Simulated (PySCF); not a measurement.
BCl₂, charge -1, multiplicity 1. Atoms are numbered in the order given.

```xyz
3

B      0.0000     0.0000     1.0173
Cl     0.0000     1.4915    -0.1496
Cl     0.0000    -1.4915    -0.1496
```
Charge -1, spin multiplicity 1.

Geometry optimised at PBE0-D3(BJ)/def2-TZVPD.

The numbers are results of B3LYP/def2-TZVPD (PySCF), not measurements.

| Quantity | Value |
|---|---|
| total energy | -945.36708 hartree |
| point group | C2v |
| highest occupied level | -0.01 eV |
| lowest empty level | 3.48 eV |
| orbital gap | 3.49 eV |
| dipole moment about the centre of nuclear charge | 2.98 D |
| mean static polarisability | 86.7 bohr³ (12.85 Å³) |
| polarisability, principal values | 66.6, 96.1, 97.4 bohr³ |
